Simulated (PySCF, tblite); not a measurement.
Isomers of C2H11NOSi3, one GFN2-xTB conformer each. Single-point energies are computed at PBE0/pcSseg-1 (PySCF, gas phase, no added dispersion term), electronic only.

Task: Rank them by PBE0/pcSseg-1 energy, lowest first (kcal/mol).
A. `[CH3:1][SiH2:2][Si@:3]1([OH:4])[CH2:5][NH:6][SiH2:7]1` with C1–Si2–Si3–O4 -174°, Si2–Si3–O4–H -169°
B. `[CH2:1]=[CH:2][SiH2:3][N:4]([SiH3:5])[SiH2:6][OH:7]` with C1–C2–Si3–N4 -3°, C2–Si3–N4–Si5 112°, Si3–N4–Si6–O7 151°, N4–Si6–O7–H -49°

Result: B (0.0), A (19.7).

As drawn, the lower has a C=C bond outside aromatic rings, which the higher lacks; the higher has a four-membered ring, an N–H bond and an Si–Si bond, which the lower lacks. GFN2-xTB itself gives, in the same order: 0.0, 41.6. Both levels put the same isomer lowest.

Task: Which frontier levels, dipoles and rotational constants go with these structures?

Result: 
```
                   SMILES  HOMO (eV, PBE0/pcSseg-1)  LUMO (eV)  dipole (D)       A, B, C (MHz)
C=C[SiH2]N([SiH3])[SiH2]O                     -7.59      -0.41        1.73   1711, 1091, 854.2
C[SiH2][Si@]1(O)CN[SiH2]1                     -6.50      -0.72        1.36  2014, 955.4, 816.3
```

Task: What happens when harmonic zero-point energies from GFN2-xTB frequencies are added?

Result: 
```csv
SMILES,ZPE (kcal/mol),electronic (kcal/mol),with ZPE (kcal/mol)
C=C[SiH2]N([SiH3])[SiH2]O,73.9,0.0,0.0
C[SiH2][Si@]1(O)CN[SiH2]1,78.7,19.7,24.5
```

The zero-point energies span 4.8 kcal/mol. The order is unchanged.
